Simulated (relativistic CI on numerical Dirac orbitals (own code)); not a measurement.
Bi66+: sensitivity of the levels to the model

Base calculation: Dirac-Coulomb-Breit CI, separate exchange-only KLI orbitals for each configuration, QED by a radiative potential, unscaled Slater integrals.

CI space (outside the closed core [Ne]): 3s²3p⁵, 3s²3p⁴3d, 3s3p⁶, 3s3p⁵3d, 3s3p⁴3d², 3p⁶3d, 3s²3p³3d4p, 3s²3p⁴4s, 3s3p⁴3d4s, 3p⁶4s, 3s²3p⁴4p, 3p⁶4p, 3s²3p⁴4d, 3s²3p⁴4f, 3s3p⁵4s, 3p⁵3d4p, 3s3p⁵4p, 3s3p⁵4d, 3s3p⁵4f, 3s²3p⁴5s, 3s²3p⁴5p, 3s²3p³4s4p, 3s²3p⁴5d, 3s²3p⁴5f, 3s²3p⁴5g, 3s3p⁴4s², 3s3p⁵5s, 3s3p⁵5p, 3s²3p³3d², 3s²3p²3d³, 3s3p³3d³, 3s²3p²3d²4s, 3s²3p²3d²4p, 3s²3p²3d²4d, 3p⁵3d², 3p⁴3d³, 3p⁴3d²4s, 3p⁴3d²4p, 3p⁴3d²4d, 3s²3p³3d4s, 3s3p³3d²4s, 3s²3p²3d4s², 3s²3p²3d4s4p, 3s²3p²3d4s4d, 3p⁵3d4s, 3p⁴3d4s², 3p⁴3d4s4p, 3p⁴3d4s4d, 3s²3p³4s², 3s3p³3d4s², 3s²3p²4s²4p, 3s²3p²4s²4d, 3s²3p³4p², 3s²3p²3d4p², 3s3p³3d4p², 3s²3p²4s4p², 3s²3p²4p³, 3s²3p²4p²4d. Double excitations out of closed p, d and f shells are left out; levels of such configurations are missing from the list, as are those of other unlisted configurations, and high levels can miss mixing partners. These lack a partner that the ground configuration has and come out too high: 3s²3p⁴4f, 3s3p⁵4p, 3s3p⁵4d, 3s3p⁵4f, 3s²3p⁴5s.

The lowest level and the first level of each name with at least 55 % of one term (blank where a level has no safe partner in the second run):

| Level | Base (eV) | Shift (eV) |
| --- | --- | --- |
| 3s²3p⁵ ²P°3/2 | 0.00 | 0.00 |
| 3s²3p⁴3d ²D3/2 | 308.15 | -2.30 |
| 3s²3p⁴3d ⁴F9/2 | 412.78 | -3.64 |
| 3s²3p⁴3d ²P1/2 | 422.49 | -2.19 |
| 3s²3p⁴3d ²D5/2 | 447.07 | -2.83 |
| 3s²3p⁵ ²P°1/2 | 608.65 | +2.02 |
| 3s3p⁶ ²S1/2 | 840.31 | -0.42 |
| 3s²3p⁴3d ⁴D1/2 | 869.48 | -1.55 |
| 3s²3p⁴3d ²G7/2 | 891.13 | -2.10 |
| 3s²3p⁴3d ²G9/2 | 1024.87 | -1.59 |

At this charge energies of transitions that change n are usually good to better than 1 %, and those within a shell (Δn = 0) to a few per cent.

One thing was changed in a second run, which moved the levels as shown. Which?
A. only the first 3 configurations
B. Breit term removed
C. P86 correlation estimate
D. QED terms removed

A. Only the first 3 configurations. With fewer configurations the levels that remain lose their mixing partners.

LS names give the leading component of a level, which can be under half, so a name can repeat, a term be missing and a line seem to break the LS rules.
